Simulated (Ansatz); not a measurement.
`[OH][Mg][Br]`, charge 0, multiplicity 1.

Question: Give a relaxed structure at PBE0-D4/def2-TZVP (the Gaussian-basis code of Ansatz). (Best estimate.)

Answer: Computed: 
Cartesian coordinates in Å:
```
O 0.320 0.087 -1.180
Mg -0.153 0.011 0.503
Br -0.802 -0.030 2.737
H 0.635 -0.067 -2.060
```
Point group Cs.
